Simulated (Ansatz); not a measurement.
Basis-set series for `NC[S][GeH3]`. The species carries charge 0 and has multiplicity 1. The structure was optimised at the PBE0-D4/def2-TZVP level. It is one conformer, not always the lowest.

```xyz
11

N     0.183   -1.204    0.750
C    -1.085   -0.577    0.471
S    -0.919    1.232    0.413
Ge    0.847    1.314   -0.937
H     0.119   -2.213    0.678
H     0.508   -0.966    1.679
H    -1.876   -0.758    1.211
H    -1.443   -0.932   -0.498
H     0.650    0.299   -2.074
H     0.846    2.749   -1.491
H     2.169    1.057   -0.201
```

```json
{"functional": "PBE0-D4", "basis": "def2-TZVPP", "functions": "250", "energy (Eh)": "-2571.81577", "HOMO (eV)": "-6.72", "LUMO (eV)": "0.29"}
{"functional": "PBE0-D4", "basis": "def2-QZVPP", "functions": "483", "energy (Eh)": "-2571.87867", "HOMO (eV)": "-6.75", "LUMO (eV)": "0.06"}
{"functional": "ωB97M-V", "basis": "def2-TZVPP", "functions": "250", "energy (Eh)": "-2572.12967", "HOMO (eV)": "-8.92", "LUMO (eV)": "2.09"}
{"functional": "ωB97M-V", "basis": "def2-QZVPP", "functions": "483", "energy (Eh)": "-2572.19090", "HOMO (eV)": "-8.95", "LUMO (eV)": "1.58"}
```

(1) Give the rows for def2-SVP. (Best estimate.)

Answers

(1) Computed: 
```tsv
functional	basis	functions	energy (Eh)	HOMO (eV)	LUMO (eV)
PBE0-D4	def2-SVP	113	-2571.30396	-6.59	0.70
ωB97M-V	def2-SVP	113	-2571.61392	-8.76	2.66
```

Positive LUMOs are unbound and depend on the basis. Scalar relativity is left out up to krypton.
